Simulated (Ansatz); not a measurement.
A thermochemical cycle in electronic energies (no zero-point or thermal terms), species as SMILES, kcal/mol. Geometries: B3LYP-D3(BJ)/def2-TZVP minima from Ansatz (a quantum-chemistry and plane-wave program), one conformer each, not searched for the lowest. Valence correlation only, unless marked. UHF or UKS for open shells. No spin-orbit coupling. Non-relativistic. CBS(X,Y): correlation extrapolated as X^-3; Hartree-Fock from the larger set. The bracket is a focal-point correction in the basis named. Anions need diffuse functions, of which def2-TZVPD holds fewer than the aug- sets.

```
step                                                                   RI-MP2/CBS(aug-cc-pVTZ,aug-cc-pVQZ)+[CCSD(T)-MP2]/aug-cc-pVTZ (Ansatz)  wB97X-V/def2-TZVPD (Ansatz)
---------------------------------------------------------------------  ----------------------------------------------------------------------  ---------------------------
bond energy D: OB(O)F → [O]B(O)F + H atom                                                                                               127.7                        123.2
deprotonation energy A: OB(O)F [fluoroboronic acid] -> [O-]B(O)F + H+                                                                   360.9                        360.9
ionisation of the H atom at the same level, IE                                                                                          313.7                        314.1
```

Problem. Find the electron affinity EA, positive where the anion is bound: [O]B(O)F + e- → [O-]B(O)F.

Solution. Breaking the bond, ionising the H atom and attaching the electron to the radical add up to the deprotonation, A = D + IE - EA. At RI-MP2/CBS(aug-cc-pVTZ,aug-cc-pVQZ)+[CCSD(T)-MP2]/aug-cc-pVTZ: EA = D + IE - A = 127.7 + 313.7 - 360.9 = 80.5. At wB97X-V/def2-TZVPD: EA = D + IE - A = 123.2 + 314.1 - 360.9 = 76.4. The functional differs from the first level by -4.5 in D, -4.1 in EA and +0.0 in A; for EA and A the gap mixes functional and basis.
